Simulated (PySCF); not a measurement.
## Orbital energies and ionisation energy

Species: C6H8BNO2.
Cartesian coordinates in Å at the PBE0-D3(BJ)/def2-SVP level; atoms count from 1:
```
atom  x, y, z in Å
N1    -3.3449   -0.2603   -0.0665
C2    -1.9733   -0.1648   -0.0308
C3    -1.3178    0.4428    1.0566
C4     0.0635    0.5719    1.0632
C5     0.8581    0.1079    0.0019
B6     2.4051    0.2532    0.0157
O7     2.9919    0.8634    1.0923
O8     3.1154   -0.2360   -1.0490
C9     0.1910   -0.4958   -1.0761
C10   -1.1892   -0.6332   -1.1015
H11   -3.8364   -0.1801    0.8130
H12   -3.7442   -0.9358   -0.7034
H13   -1.9098    0.8156    1.8977
H14    0.5499    1.0464    1.9198
H15    3.9495    0.9299    1.0550
H16    4.0667   -0.1144   -0.9950
H17    0.7792   -0.8692   -1.9187
H18   -1.6795   -1.1062   -1.9574
```

Level: wB97X-D/def2-SVPD (PySCF). Frontier orbitals with their largest atomic shares (Löwdin; up to four atoms above 4 %):

```
orbital  ε (eV)                           main atoms
 HOMO−3  -11.11   C5 26 %, B6 15 %, C9 11 %, C4 10 %
 HOMO−2  -10.75   N1 29 %, C5 17 %, C4 12 %, C9 12 %
 HOMO−1   -8.80  C3 21 %, C10 21 %, C4 20 %, C9 20 %
   HOMO   -7.58                                    ?
   LUMO    1.32  B6 41 %, O7 17 %, O8 17 %, H15 10 %
 LUMO+1    1.47   C2 17 %, C5 16 %, B6 12 %, C4 11 %
 LUMO+2    1.81  C9 19 %, C4 18 %, C3 17 %, C10 17 %
```

Problem. What vertical ionisation energy does ΔSCF give, and how far is −ε(HOMO) from it?

Solution. ΔSCF: 7.66 eV (739 kJ/mol; threshold wavelength 162 nm); ⟨S²⟩ of the doublet left behind is 0.782, against 0.75 for a pure doublet. −ε(HOMO) is 7.58 eV, 0.08 eV below it. For the exact functional −ε(HOMO) would equal the first vertical ionisation energy; wB97X-D (range-separated hybrid) comes within 0.08 eV of that here.

Problem. On which atoms does the HOMO lie?

Solution. N1 (aniline-type nitrogen) 24 %, C5 (substituted aromatic carbon) 19 %, C2 (aromatic carbon bearing nitrogen) 13 %, C10 (aromatic CH carbon) 10 %, so no atom holds as much as 40 %. The HOMO−1 lies 1.22 eV lower.

Problem. What kinetic energy would electrons from this vertical process carry with 118.2 nm light (10.49 eV)?

Solution. 10.49 − 7.66 = 2.83 eV.

Problem. How many of the 10 lowest singlet excitations (vertical TDDFT, same level) lie below the ionisation energy?

Solution. All 10; they run from 4.91 to 7.44 eV.

Problem. With α = 103.2 au, estimate the like-pair dispersion coefficient by London's formula C6 = (3/4)α²I.

Solution. I = 0.2815 Eh, so C6 ≈ 2250 au, a rough estimate.

Problem. What total energies stand behind the ΔSCF value?

Solution. E(N) = -463.16731 Eh and E(N − 1) = -462.88584 Eh at the same geometry, 0.28147 Eh apart.

Isolated species at its PBE0-D3(BJ)/def2-SVP geometry (one conformer only).

wB97X-D is run here without its empirical dispersion term; that term would change no orbital, density or response property at a fixed geometry.
